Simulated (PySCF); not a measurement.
**Shifts of the heteroatoms**

Geometry:
```
atom   x (Å)   y (Å)   z (Å)
  C1  -3.646  -0.387   0.196
  C2  -2.642   0.173   0.865
  C3  -1.255   0.094   0.475
  C4  -0.301   0.706   1.224
  C5   1.102   0.687   0.949
  C6   1.657   0.056  -0.102
  C7   3.137   0.072  -0.406
  O8   3.574  -1.122  -0.999
  O9   0.953  -0.631  -1.013
Si10  -0.685  -0.840  -1.046
 H11  -3.476  -0.947  -0.707
 H12  -4.666  -0.301   0.528
 H13  -2.851   0.731   1.771
 H14  -0.600   1.255   2.111
 H15   1.756   1.212   1.627
 H16   3.717   0.214   0.508
 H17   3.341   0.923  -1.081
 H18   2.857  -1.435  -1.568
 H19  -0.872  -2.292  -1.007
 H20  -1.104  -0.265  -2.327
```

Calculated, not measured (PySCF): GFN2-xTB geometry, shielding tensors at PBE0/pcSseg-1 (GIAO). One averaged value for each set of equivalent atoms, a single conformation, in vacuum, relativity neglected.

(1) Where does 29Si resonate?

(2) Predict the 17O NMR data.

Results:

(1) 
```tsv
atoms	environment	σ (ppm)	δ (ppm)
Si10	silicon bonded to C, O, 2 H, in a 6-membered ring	370.2	-24.4
```

Shieldings were converted by a linear fit to measured shifts: 29Si: δ = 279.94 − 0.822σ (rms 8.9 ppm, 72 shifts, 25.8 ppm with the 6 outliers that the fit left out vs TMS, solution or neat liquid). Occasional misses reach two or three times the rms, and more in compound classes unlike the fitted ones.

On a 600 MHz spectrometer 29Si resonates near 119.2 MHz, so 1 ppm is 119.2 Hz.

(2) 
| atoms | environment | σ (ppm) | δ (ppm) |
| --- | --- | --- | --- |
| O9 | oxygen bonded to C, Si, in a 6-membered ring | 216.4 | 69.6 |
| O8 | alcohol oxygen | 326.1 | -30.4 |

Shieldings were converted by a linear fit to measured shifts: 17O: δ = 266.70 − 0.911σ (rms 10.7 ppm, 155 shifts, 12.2 ppm with the 3 outliers that the fit left out vs liquid water, solution or neat liquid). A few per cent of atoms miss by over 2 rms, more outside the fitted compound classes.

On a 500 MHz spectrometer 17O resonates near 67.8 MHz, so 1 ppm is 67.8 Hz.
